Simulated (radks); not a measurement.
Results of a calculation; reference values are marked as such.
Q: All-electron atom: the hafnium ion Hf+ in [Xe] 4f14 5d1 6s2. Code: a radial shooting solver on a logarithmic mesh with Libxc functionals. Model: Dirac Kohn-Sham, PBE, spin-unpolarised, spherical densities, point nucleus; open shells fill j = l - 1/2 first. Some entries of the table are withheld. Estimate them.

orbital  occ.  eigenvalue (hartree)  <r> (bohr)
1s1/2       2             -2396.436     0.01898
2s1/2       2             -409.8441     0.07976
2p1/2       2             -391.4078         (1)
2p3/2       4             -347.6043         (2)
3s1/2       2             -93.63764      0.2081
3p1/2       2             -85.47307         (3)
3p3/2       4             -76.08558         (4)
3d3/2       4             -62.28402      0.1863
3d5/2       6             -60.23690      0.1908
4s1/2       2             -19.13258      0.4681
4p1/2       2             -15.78884      0.4746
4p3/2       4             -13.64108      0.5075
4d3/2       4              -8.15072      0.5286
4d5/2       6              -7.75750      0.5401
5s1/2       2              -2.79399       1.134
5p1/2       2              -1.84552       1.261
5p3/2       4              -1.55684       1.367
4f5/2       6              -0.98912      0.6693
4f7/2       8              -0.92499      0.6818
6s1/2       2              -0.43400       3.121
5d3/2       1              -0.40198       2.134
5d5/2       0              -0.38131       2.208

A: 
(1) 2p1/2 <r> (bohr): 0.06612
(2) 2p3/2 <r> (bohr): 0.07385
(3) 3p1/2 <r> (bohr): 0.1981
(4) 3p3/2 <r> (bohr): 0.2125
